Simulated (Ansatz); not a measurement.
Calculated with Ansatz (gas phase, PBE0-D4/def2-TZVP geometries, no zero-point term in ΔE). CCSD(T)/CBS adds triple-zeta CCSD(T) − MP2 to the extrapolated MP2 energy (def2 sets, frozen cores). This one scheme is used for every species. DFT in def2-TZVPP. B3LYP here is the variant with VWN-RPA as its local correlation; programs differ in this. For Ge outer-core shells are correlated without core-valence functions, which leaves a few kJ/mol of doubt a bond. Scalar relativity is left out up to krypton. Each species was taken in one conformer, which may not be the lowest.

Reaction (formal exchange of groups at a Ge–C bond): `N[SiH2][CH2][GeH2][NH2]` + `F[SiH3]` → `[NH2][GeH2][SiH2]F` + `C[SiH2]N`

| level | ΔE (kcal/mol) |
| --- | --- |
| B2PLYP | -0.2 |
| B3LYP | -2.7 |
| SCS-MP2/def2-TZVPP | 3.3 |
| MP2/def2-QZVPP | 3.3 |

Question: What does CCSD(T)/CBS give? (Estimate.)

Answer: The calculation gave: +1.4 kcal/mol. The listed levels differ from it by -1.6, -4.1, 1.9, 1.9 kcal/mol.

Largest T1 diagnostic among the species: 0.011.

The D4 term adds +2.3 kcal/mol with B3LYP and +1.3 kcal/mol with PBE0; it sums over pairs of atoms, weighted by their polarisabilities, and B3LYP, whose exchange is more repulsive, gets the larger term. From PBE to PBE0 (25 % exact exchange), in def2-TZVPP and without D4, ΔE moves by +1.1 kcal/mol.
